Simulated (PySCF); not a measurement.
Basis-set dependence of TlBr at CCSD(T)

PySCF, RHF reference; singlet, unpaired electrons none; De to Tl + Br without counterpoise correction. Frozen cores follow the default of each basis and core potential.

```tsv
basis	relativity	functions	Re (Å)	ωe (cm⁻¹)	De (eV)	frozen orbitals
cc-pVDZ-PP	scalar-relativistic core potentials	46	2.680	191	3.62	8
def2-SVP	scalar-relativistic core potentials	58	2.678	196	3.67	13
x2c-TZVPPall	spin-free X2C	131	2.648	192	3.93	43
```

Q: How does each smaller set differ from the one with most functions, x2c-TZVPPall?

A: cc-pVDZ-PP: +3.2 pm, -0.5 % in ωe, -0.31 eV in De; def2-SVP: +3.0 pm, +2.1 % in ωe, -0.26 eV in De. All at CCSD(T); the set with most functions is neither the basis-set limit nor always the best. The rows treat relativity differently, so the differences are not basis effects alone.

Measured (Huber and Herzberg, Constants of Diatomic Molecules (1979)): Re = 2.618191 Å, ωe = 192.1 cm⁻¹. Correlated steps freeze the inner cores (8 to 43 orbitals); shallow outer-core shells are correlated. Correlated levels converge slowly with the basis: in double zeta they bind strong bonds too weakly, by up to about 1 eV, and carry superposition errors of some tenths. These are scalar-relativistic numbers at best; spin–orbit coupling would shift them, the dissociation energy most. Where the molecule has an RHF reference, its open-shell atoms are computed with UHF.
